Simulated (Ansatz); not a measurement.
Total energies of ScO3 from Ansatz at PBE0-D4/def2-TZVP, gas phase (1 Eh = 27.2114 eV = 2625.5 kJ/mol). The reference geometry is relaxed at r2SCAN-D4/def2-TZVP.

```xyz
4

Sc    0.7925    0.3740   -0.0477
O    -0.9430   -0.2782   -1.0151
O     0.5791    1.2037    1.4000
O    -0.4286   -1.2995   -0.3371
```

| state | geometry | energy (Eh) |
| --- | --- | --- |
| charge 0 doublet | reference | -986.02635 |
| charge 1 triplet | reference | -985.66992 |
| charge 0 quartet | relaxed at r2SCAN-D4/def2-TZVP | -985.92498 |
| free Sc atom (doublet) | – | -760.41828 |
| free O atom (triplet) | – | -75.01860 |

The structure holds one bond between oxygen atoms, so isomers without such links may lie far lower.

Question: Work out the vertical ionisation energy to the triplet.

Answer: E(charge 1 triplet) − E(charge 0 doublet) = -985.66992 − (-986.02635) = 0.35643 Eh = 9.70 eV. For comparison, −ε of the highest occupied level of the spin that leaves is 7.36 eV at this level, 2.34 eV less.

Question: Which of the charge 0 states is lowest, and how far above it are the others?

Answer: The doublet. quartet: -985.92498 − (-986.02635) = 0.10137 Eh = 266.1 kJ/mol.

Question: What is the binding energy per atom against free atoms?

Answer: Atoms: 1 × (-760.41828) + 3 × (-75.01860) = -985.47408 Eh. Binding: -985.47408 − (-986.02635) = 0.55227 Eh = 15.03 eV, or 3.76 eV for each of 4 atoms (no zero-point energy, no counterpoise term).

The structure comes from a short search, and lower isomers may exist.
